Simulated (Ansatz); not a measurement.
Basis-set extrapolation for B2FH3OSi (PBE0-D4/def2-TZVP geometry, frozen core, Ansatz 0.2.0). Multiplicity 1, RHF reference.

```
                      def2-TZVPP   def2-QZVPP
                 HF  -514.521938  -514.542091
    MP2 correlation    -0.802676    -0.867457
CCSD(T) correlation    -0.861146      not run
```

Energies in hartree. Use E(X) = E(∞) + A·exp(−7.88·√X) for Hartree–Fock and E(X) = E(∞) + B·X^(−2.97) for correlation, with X = 3 and 4, and add CCSD(T) minus MP2 of the smaller set to the MP2 limit.

Problem. What is the CCSD(T) energy at the basis-set limit?

Solution. HF limit: -514.542091 + (-0.020153) × 0.13774 = -514.54487. MP2 limit: -0.867457 + (-0.064781) × 0.74074 = -0.91544. Higher-order term: -0.861146 − (-0.802676) = -0.05847. Total: -515.51878 hartree, 85.2 kcal/mol below CCSD(T)/def2-TZVPP.
